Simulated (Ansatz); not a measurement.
C6H15ClO3Ti (`CC[O][Ti]([Cl])([O]CC)[O]CC`) at its PBE0-D4/def2-TZVP geometry, where that method's forces vanish. Total charge 0; spin multiplicity 1.

```xyz
26

C    -2.6017    0.9588   -0.4174
C    -2.2236    1.2044    1.0263
O    -0.8398    1.2730    1.2045
Ti    0.8147    1.2761    0.5846
Cl    1.9432    3.0375    1.3913
O     0.7570    1.3423   -1.1798
C     0.9312    0.7744   -2.4440
C     1.3620   -0.6732   -2.3649
O     1.6029   -0.2291    1.0686
C     1.5855   -1.5084    1.6291
C     0.1915   -1.9371    2.0296
H    -2.2179    1.7554   -1.0580
H    -2.1914    0.0088   -0.7687
H    -3.6888    0.9227   -0.5212
H    -2.6608    2.1448    1.3816
H    -2.6122    0.4022    1.6658
H     1.6784    1.3670   -2.9846
H    -0.0144    0.8631   -2.9930
H     1.4993   -1.0809   -3.3693
H     0.6079   -1.2738   -1.8504
H     2.3038   -0.7666   -1.8205
H     2.0063   -2.2091    0.8974
H     2.2509   -1.5086    2.5003
H    -0.4696   -1.9657    1.1600
H     0.2173   -2.9349    2.4743
H    -0.2315   -1.2429    2.7585
```

**Question.** What forces (eV/Å) does r2SCAN-D4/def2-TZVPP give on these atoms in Ansatz? (An estimate is asked.)

**Answer.** Ansatz gave: 
```
C1  -0.035 -0.015 -0.129
C2  -0.261  0.003  0.068
O3  -0.116  0.006  0.173
Ti4  0.146  0.227  0.105
Cl5  0.088  0.138  0.064
O6  -0.054  0.121 -0.163
C7   0.005 -0.014 -0.270
C8   0.046 -0.128  0.005
O9   0.182 -0.105 -0.002
C10  0.097 -0.239  0.088
C11 -0.123 -0.035  0.043
H12 -0.001 -0.010  0.012
H13  0.004  0.011  0.006
H14  0.017 -0.001 -0.001
H15 -0.003  0.008  0.007
H16 -0.004 -0.011  0.012
H17  0.005  0.009 -0.005
H18 -0.015  0.004 -0.007
H19 -0.002  0.004  0.017
H20  0.006  0.011  0.002
H21 -0.014  0.005 -0.004
H22  0.009 -0.008 -0.011
H23  0.009  0.001  0.006
H24  0.009  0.008  0.006
H25 -0.003  0.016 -0.007
H26  0.009 -0.006 -0.012
```
